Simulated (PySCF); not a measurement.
Distorted geometries of Eu(BH4)3

Eu(BH4)3 (singlet in the valence; each metal's 4f electrons, 6 of them, lie in its core potential, out of spins and levels). PySCF 2.14.0, RKS PBE, Eu lcecp-1-SVP with ECP52, B def2-SVP, H def2-SVP; non-relativistic Hamiltonian with scalar-relativistic core potentials where named; density fitting; no spin-orbit coupling. Relaxed geometry:

```xyz
16

Eu    0.0000    0.0000    0.0000
B     2.4962    0.0128    0.0000
H     3.7085   -0.0106    0.0000
H     1.9934   -0.5778    1.0020
H     1.9934   -0.5778   -1.0020
H     2.0196    1.1749    0.0000
B    -1.2592    2.1554    0.0000
H    -1.8450    3.2170    0.0000
H    -0.4964    2.0152    1.0020
H    -0.4964    2.0152   -1.0020
H    -2.0273    1.1616    0.0000
B    -1.2370   -2.1682    0.0000
H    -1.8635   -3.2063    0.0000
H    -1.4971   -1.4375    1.0020
H    -1.4971   -1.4375   -1.0020
H     0.0077   -2.3365    0.0000
```

Question: Order these distorted geometries by energy above the relaxed one, lowest first.
A.
```xyz
16

Eu    0.0918    0.0402    0.0603
B     2.6154    0.1078   -0.0119
H     3.8101   -0.2330    0.1117
H     2.1440   -0.3674    1.0155
H     2.0690   -0.4716   -1.0136
H     2.0107    1.0702    0.2725
B    -1.2513    2.1994   -0.1044
H    -1.9357    3.1240    0.3293
H    -0.5376    2.1709    0.9883
H    -0.5591    1.8884   -0.9007
H    -2.0959    1.1208    0.0334
B    -1.1012   -2.4060   -0.1817
H    -1.8659   -3.0223    0.0796
H    -1.7940   -1.7081    0.6574
H    -1.4578   -1.3831   -1.1326
H    -0.1424   -2.1301   -0.2031
```
B.
```xyz
16

Eu   -0.0436   -0.0099    0.0566
B     2.4843   -0.0681   -0.1059
H     3.7705    0.0592    0.0318
H     2.0109   -0.6038    1.0416
H     2.2341   -0.5588   -0.9680
H     1.8837    1.1627   -0.1179
B    -1.1520    2.1955   -0.1134
H    -1.8754    3.0982   -0.1712
H    -0.4077    2.0582    1.0906
H    -0.4977    2.0309   -0.9713
H    -1.9792    1.3035    0.1644
B    -1.2630   -2.1036    0.1724
H    -1.9819   -3.3073   -0.1098
H    -1.3852   -1.5083    1.0120
H    -1.7383   -1.3314   -1.0856
H    -0.0596   -2.4168    0.0737
```
C.
```xyz
16

Eu    0.0543    0.2061   -0.1382
B     2.6701   -0.0121   -0.1979
H     3.6536    0.0275    0.0251
H     1.8983   -0.5690    0.9173
H     2.0010   -0.4836   -1.0534
H     2.0073    1.1175    0.0298
B    -1.5154    2.3338    0.1192
H    -1.5552    3.1136    0.0355
H    -0.6031    1.9704    0.8956
H    -0.6009    1.8120   -0.8055
H    -1.9800    1.2623    0.0157
B    -1.3375   -2.0727    0.2221
H    -2.1982   -3.1768   -0.0513
H    -1.3903   -1.4093    0.8894
H    -1.3061   -1.6312   -1.0625
H     0.2022   -2.4884    0.1592
```

Answer: B (3.37 eV), A (4.69 eV), C (10.41 eV).

Question: Which forces (eV/Å) act in the one that lies 10.41 eV up?

Answer: 
```
Eu    0.33  -3.64   1.06
B    -9.85   0.87   1.84
H     7.62   0.08   1.16
H     1.05   0.33  -1.13
H    -0.04  -0.82  -1.51
H     1.06   0.05  -0.51
B     5.90 -33.08   2.28
H    -3.09  32.03  -3.36
H     0.15   0.60   1.10
H    -1.14   2.98  -0.94
H    -2.26  -0.66   0.08
B     2.40 -11.36 -12.05
H     1.73   2.15   1.13
H    -1.33   9.19   9.36
H    -0.08   0.52   1.18
H    -2.45   0.77   0.32
```
Forces carry noise of the integration grid, about 0.01 to 0.03 eV/Å.

A frequency check found unstable modes (1, the lowest at -21 cm⁻¹), so the relaxed geometry is a saddle point, or these are noise. An lcecp potential fixes the number of 4f electrons, so in runs with it no electron can move into or out of that shell.
